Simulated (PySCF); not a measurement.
Compound: C4H12Ge.
Bonds: C1–Ge2, Ge2–C3, Ge2–C4, Ge2–C5. Hydrogens: H6, H7, H8 on C1; H9, H10, H11 on C3; H12, H13, H14 on C4; H15, H16, H17 on C5.

Method: PBE0-D3(BJ)/def2-SVP geometry optimisation, gas phase in PySCF 2.14.0; density fitting, grid level 1; the optimiser is geomeTRIC in internal coordinates, started from a GFN2-xTB structure with every atom displaced at random (about 0.01 Å).

Step 0: E = -60840.4759 eV
```
atom  x, y, z in Å  |  force x, y, z in eV/Å
C1      0.0466   -1.2171   -1.5787   -0.859   1.827  -0.344
Ge2    -0.0057   -0.0069   -0.0038    0.406   0.081  -0.098
C3     -0.1567    1.8841   -0.6081    0.698  -0.448   1.692
C4     -1.5291   -0.4437    1.1479   -0.648   0.323  -0.836
C5      1.6740   -0.2534    1.0301   -0.934   0.408   0.231
H6     -0.8858   -1.0736   -2.1791    0.422  -0.135   0.308
H7      0.1117   -2.2365   -1.2881    0.132  -1.348   0.391
H8      0.8863   -0.9581   -2.2337    0.183  -0.016  -0.008
H9     -0.1554    2.5687    0.2750   -0.033  -0.370  -0.371
H10    -1.0560    2.0498   -1.1531   -1.106   0.158  -0.708
H11     0.6921    2.1551   -1.2200    0.516   0.129  -0.457
H12    -2.4875   -0.3205    0.6056    0.227   0.088  -0.096
H13    -1.5343   -1.4742    1.4677    0.259  -0.738   0.309
H14    -1.6130    0.1952    2.0212    0.210   0.318   0.458
H15     1.7689   -1.2837    1.3794    0.032  -0.269   0.038
H16     2.5391    0.0102    0.4410    0.585   0.065  -0.503
H17     1.6815    0.4102    1.9112   -0.091  -0.073  -0.007
```

Step 1: E = -60840.5891 eV
```
atom  x, y, z in Å  |  force x, y, z in eV/Å
C1      0.0730   -1.1786   -1.5441    0.026  -0.464  -0.089
Ge2    -0.0348   -0.0126    0.0193    0.032   0.005  -0.029
C3     -0.1556    1.8373   -0.5893   -0.241   0.311  -0.166
C4     -1.5762   -0.4411    1.1407    0.083  -0.029   0.288
C5      1.6302   -0.2242    1.0201    0.181  -0.094  -0.130
H6     -0.7673   -1.0524   -2.2379   -0.174   0.110   0.005
H7      0.1077   -2.2548   -1.2761    0.023   0.299   0.048
H8      0.9877   -0.9507   -2.1105    0.085   0.021   0.014
H9     -0.0274    2.5370    0.2478    0.090   0.014   0.116
H10    -1.1432    2.0705   -1.0322    0.180  -0.167  -0.003
H11     0.6188    2.0666   -1.3408   -0.052  -0.058   0.057
H12    -2.5152   -0.1957    0.6321   -0.127   0.081  -0.080
H13    -1.6048   -1.5137    1.3903    0.056   0.033   0.005
H14    -1.5314    0.1295    2.0887   -0.033  -0.102  -0.201
H15     1.7584   -1.2680    1.3496    0.000   0.053   0.011
H16     2.4769    0.0268    0.3542   -0.089  -0.034   0.143
H17     1.6800    0.4295    1.9026   -0.040   0.021   0.011
```

**Question.** Estimate the geometry and energy of step 2. (The exact step hangs on the optimiser's Hessian estimate; all steps are aligned on step 1, rigid shifts and turns removed.)

**Answer.** E = -60840.6048 eV, largest force 0.168 eV/Å
```
atom  x, y, z in Å  |  force x, y, z in eV/Å
C1      0.0648   -1.1816   -1.5497   -0.027  -0.107  -0.127
Ge2    -0.0270   -0.0098    0.0133    0.073   0.047  -0.019
C3     -0.1572    1.8474   -0.5918   -0.070   0.130   0.041
C4     -1.5685   -0.4451    1.1348   -0.026  -0.031   0.024
C5      1.6367   -0.2267    1.0240    0.017  -0.036  -0.049
H6     -0.7947   -1.0430   -2.2246   -0.001   0.030   0.060
H7      0.0985   -2.2452   -1.2629    0.002   0.057   0.040
H8      0.9787   -0.9598   -2.1237   -0.013   0.000   0.014
H9     -0.0275    2.5443    0.2519    0.019  -0.040  -0.011
H10    -1.1406    2.0578   -1.0422    0.034  -0.064  -0.017
H11     0.6168    2.0738   -1.3409    0.011  -0.020   0.007
H12    -2.5109   -0.1993    0.6216    0.017   0.004  -0.001
H13    -1.5860   -1.5171    1.3844    0.018   0.006  -0.001
H14    -1.5299    0.1233    2.0766   -0.016   0.008  -0.012
H15     1.7619   -1.2675    1.3593   -0.012   0.004   0.015
H16     2.4924    0.0251    0.3779    0.003   0.002   0.030
H17     1.6693    0.4288    1.9068   -0.029   0.008   0.006
```

The energy changes by -0.0157 eV. The first-order estimate −F·Δx gives -0.0235 eV and the mean of the old and new forces, exact on a quadratic surface, -0.0155 eV. The step makes an angle of 68° with the force vector and moves no atom by more than 0.032 Å.

What follows is the cost of the whole optimisation. Hardware: an AMD EPYC 9R14 with 4 threads, on a shared host. Cost: 44 s wall, 4.1 min CPU, 0.69 GiB resident at most.
